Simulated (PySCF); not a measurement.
# Electronic structure of O⁺ (oxygen, charge +1) at the BP86 level

Configuration: [He] 2s2 2p3, high-spin 4S determinant. All numbers are calculated (PySCF 2.14, scalar relativity by spin-free X2C-1e, in cc-pVDZ-DK).

```json
{
 "Total energy": "-74.5979 hartree",
 "One-electron energy": "-98.4124 hartree",
 "Hartree (Coulomb) energy": "31.8961 hartree",
 "Exchange-correlation energy": "-8.0816 hartree",
 "⟨S²⟩": "3.7514",
 "⟨L²⟩": "0.000",
 "Sum of ⟨r⟩": "5.868 bohr",
 "Sum of ⟨r²⟩": "7.574 bohr²",
 "Langevin diamagnetic susceptibility": "-6.00 ×10⁻⁶ cm³/mol",
 "Time after the integrals": "0.05 s of wall time on 1 thread of Neoverse-V2 (shared host)"
}
```

```csv
shell,electrons,mean orbital energy (eV),"rms radius, mean of both spins (bohr)"
1s α,1,-534.45,0.231
1s β,1,-532.36,0.231
2s α,1,-41.764,1.21
2s β,1,-36.105,1.21
2p α,3,-26.454,1.23
```
